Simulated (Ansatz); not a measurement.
`[F][Ga]([Cl])[Cl]` + `CC(C)C` → `C[C](C)(C)[Ga]([F])[Cl]` + HCl  (formal exchange of groups at a Ga–Cl bond)

Calculated with Ansatz (gas phase, PBE0-D4/def2-TZVP geometries, no zero-point term in ΔE). CBS: MP2 limit from def2 TZ/QZ plus the TZ coupled-cluster correction, frozen cores. This one scheme is used for every species. DFT in def2-TZVPP. For Ga outer-core shells are correlated without core-valence functions, which leaves a few kJ/mol of doubt a bond. Scalar relativity is left out up to krypton.

Task: Is it downhill or uphill in electronic energy at CCSD(T)/CBS, and by how much? (Best estimate.)

Result: The calculation gave: Uphill: ΔE = +25.4 kcal/mol.

Task: What do these levels give: LDA (SPW92), ωB97X-V, PBE0, SCS-MP2/def2-QZVPP, HF/CBS(def2), CCSD/CBS(def2)? (An estimate is asked.)

Result: Computed: LDA (SPW92) 23.7, ωB97X-V 28.4, PBE0 29.0, SCS-MP2/def2-QZVPP 27.3, HF/CBS(def2) 37.7, CCSD/CBS(def2) 26.7 kcal/mol.

Largest T1 diagnostic among the species: 0.012.

From r2SCAN to r2SCAN0 (25 % exact exchange), in def2-TZVPP and without D4, ΔE moves by +1.4 kcal/mol. The D4 term adds −3.2 kcal/mol with B3LYP and −1.9 kcal/mol with PBE0; it sums over pairs of atoms, weighted by their polarisabilities, and B3LYP, whose exchange is more repulsive, gets the larger term.

B3LYP here is the variant with VWN-RPA as its local correlation; programs differ in this.
